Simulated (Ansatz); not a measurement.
# The dipole moment down a group: O to Se

All atoms of one element are swapped for its congeners: Al(OH)3; Al(SH)3; Al(SeH)3. All are singlets with charge 0.

Shapes, held fixed at every level: PBE0-D4/def2-TZVP. Programs: Ansatz 0.2.0. Values in D.

Q: How should the dipole moment change along the series?

A: At wB97M-V/def2-TZVPP the dipole moment isn't monotonic: it is largest for S and smallest for O (1.47 and 0.00 D). Every level shows the same order. Relativity is left out for Se unless named. Magnitudes only: a dipole under 1 D may point either way.

```tsv
level	Al(OH)3	Al(SH)3	Al(SeH)3
PBE-D4/def2-TZVPP	0.00	1.44	1.02
r2SCAN-D4/def2-TZVPP	0.00	1.53	1.13
B3LYP-D4/def2-TZVPP	0.00	1.46	1.04
wB97M-V/def2-TZVPP	0.00	1.47	1.09
```
